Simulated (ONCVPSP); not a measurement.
**Potentials for O (Z = 8) compared**

Generated with ld1.x 7.5 (TM, RRKJ, ultrasoft, PAW), atompaw 4.2 or ONCVPSP 4.0.1. The cutoff is in Ry: for ld1.x and atompaw files where the sum of valence levels is converged to 10 mRy in a Bessel basis, for ONCV files where the hardest occupied wave has 1 mHa per electron of residual kinetic energy. The error is the largest all-electron minus pseudo excitation energy over each file’s own four to seven test configurations (ionisations up to +4, promotions, holes and added fractions of an electron), all of which were solved. The labels leave out finer settings (local radius, basis sizes, second energies), which also bear on the numbers. Spin-polarised tests are not counted. The rows are a selection from randomly drawn settings: files with unsolved tests, undetermined cutoffs or missed reference levels are left out.

A true bound ghost makes a file unfit for plane-wave use even where its test errors are small: the radial tests pick states by their node count and pass the ghost by.

| potential | cutoff (Ry) | largest error (meV) | bound ghosts |
| --- | --- | --- | --- |
| ONCV, PBE, scalar-relativistic, rc 0.80/1.00/0.75 (spd), local smoothed, core correction yes, reference 2s2 2p4, qcut 8.5/8.2/11.2, projectors 1/2/1 | 300 | +265 | none |
| ONCV, LDA (Perdew-Zunger), scalar-relativistic, rc 1.00/1.70/1.60 (spd), local smoothed, core correction yes, reference 2s1 2p5, qcut 7/6.4/5.6, projectors 2/2/2 | 75 | +1167 | none |
| ONCV, revPBE, scalar-relativistic, rc 0.80/2.10 (sp), local smoothed, core correction no, reference 2s2 2p4, qcut 6.5/7.3, projectors 2/1 | 410 | +2659 | none |
| ONCV, LDA (Perdew-Wang 92), non-relativistic, rc 0.65/1.05 (sp), local smoothed, core correction yes, reference 2s1.5 2p4.5, qcut 8/8.8, projectors 2/2 | 176 | +61 | none |
| ONCV, revPBE, scalar-relativistic, rc 0.65/1.25/1.15 (spd), local s, core correction yes, reference 2s2 2p3.5, qcut 13/10.5/9.7, projectors 0/2/2 | 288 | +78 | none |

Problem. Fill in the row for O: ONCV, PBE, scalar-relativistic, rc 0.55/1.35/1.20 (spd), local smoothed, core correction no, reference 2s2 2p1, qcut 10.5/12/6.8, projectors 3/2/1.

Solution. cutoff 577 Ry, largest error +854 meV, bound ghosts: s.

Problem. Fill in the row for O: ONCV, PBE, non-relativistic, rc 0.65/1.60/1.50 (spd), local s, core correction yes, reference 2s2 2p2, qcut 7.9/10.8/7.6, projectors 0/3/2.

Solution. cutoff 144 Ry, largest error +452 meV, bound ghosts: none.

Problem. Fill in the row for O: ONCV, PBEsol, scalar-relativistic, rc 0.40/1.50/1.15 (spd), local smoothed, core correction no, reference 1s2 2s2 2p3.5, qcut 29.4/7.3/9.8, projectors 2/2/2.

Solution. cutoff 740 Ry, largest error +214 meV, bound ghosts: none.
